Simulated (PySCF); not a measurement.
Method: B3LYP-D3(BJ)/def2-TZVP run with PySCF. All species are isolated molecules in the gas phase. B3LYP has the VWN-RPA correlation part, as in Gaussian. 

Reference species (SMILES): `C=NC` (neutral, multiplicity 1).

- HOMO–LUMO gap = 6.57 eV

Changed species: `C/C=N/[H]`.

What does the change do to the HOMO–LUMO gap?

the HOMO–LUMO gap goes up by 0.49 eV, to 7.06 eV.
